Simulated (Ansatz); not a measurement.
Basis sets compared for Se₃⁻ (the lowest doublet isomer of a short search). Total charge -1; doublet. Geometry PBE0-D4/def2-TZVPD. Ansatz on 4 threads of Arm Neoverse V1 on a shared host; times are rough, and most runs start from earlier orbitals.

```xyz
3

Se   -0.9982    0.0602   -1.6727
Se    0.6892   -0.8205    1.6279
Se    0.3091    0.7603    0.0449
```

At HF/STO-3G the highest occupied level of the charge -1 doublet lies above zero (up to 1.56 eV). In Hartree–Fock with STO-3G the lack of diffuse functions raises the level. The structure comes from a short search, and lower isomers may exist.

```tsv
level	functions	energy (Eh)	HOMO (eV)	LUMO (eV)	wall time
HF/STO-3G	54	-7120.6073	1.56	8.35	1.5 s
PBE-D4/def2-SVPD	123	-7202.8384	-0.05	0.49	2.3 s
PBE0-D4/def2-SVPD	123	-7203.0538	-1.14	1.04	3.9 s
```

Problem. Estimate the rows for HF/def2-TZVPD, PBE-D4/def2-TZVPD, PBE0-D4/def2-TZVPD.

Solution. 
```json
{"level": "HF/def2-TZVPD", "functions": "171", "energy (Eh)": "-7199.6206", "HOMO (eV)": "-3.23", "LUMO (eV)": "3.79", "wall time": "6.5 s"}
{"level": "PBE-D4/def2-TZVPD", "functions": "171", "energy (Eh)": "-7203.7153", "HOMO (eV)": "-0.04", "LUMO (eV)": "0.53", "wall time": "4 s"}
{"level": "PBE0-D4/def2-TZVPD", "functions": "171", "energy (Eh)": "-7203.9322", "HOMO (eV)": "-1.13", "LUMO (eV)": "1.09", "wall time": "7.5 s"}
```
